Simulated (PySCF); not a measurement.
## C₆ coefficients of unlike pairs at UHF

Calculated with PySCF 2.14 from the dipole response of each species, C₆(A,B) = (3/π) ∫ α_A(iu) α_B(iu) du, in atomic units, from isotropic polarisabilities. For ions this is the dispersion term alone; charge-induced terms of lower order in 1/R come first.

```tsv
species	configuration	basis	relativity	α (bohr³)	C₆ (like pair)
B³⁺	1s2 (1S)	x2c-TZVPPall with one added diffuse shell each of s, p, d type (6s4p3d1f)	spin-free X2C	0.01294	0.0009890
Sc²⁺	[Ar] 3d1 (2D)	dyall-av2z (16s12p7d2f)	none	4.321	12.83
N²⁺	[He] 2s2 2p1 (2P)	aug-cc-pwCVTZ (7s6p4d2f)	none	2.708	3.835
Mo⁺	[Kr] 4d5 (6S)	aug-cc-pVTZ-PP with one added diffuse shell each of s, p, d, f, g type with ECP28MDF (7s7p6d4f3g)	core potential	18.09	115.4
```

Estimate C₆ for Mo⁺ with Sc²⁺.

The integral gives 37.11. The combination rule 2 C_A C_B / (C_A α_B/α_A + C_B α_A/α_B) gives 36.43 and the geometric mean 38.48.

No spin-orbit coupling is included.

The other pairs:

```json
{"pair": "N²⁺, Sc²⁺", "C₆": "6.917"}
{"pair": "Sc²⁺, B³⁺", "C₆": "0.07962"}
{"pair": "N²⁺, B³⁺", "C₆": "0.03810"}
{"pair": "Mo⁺, B³⁺", "C₆": "0.1922"}
{"pair": "Mo⁺, N²⁺", "C₆": "20.87"}
```
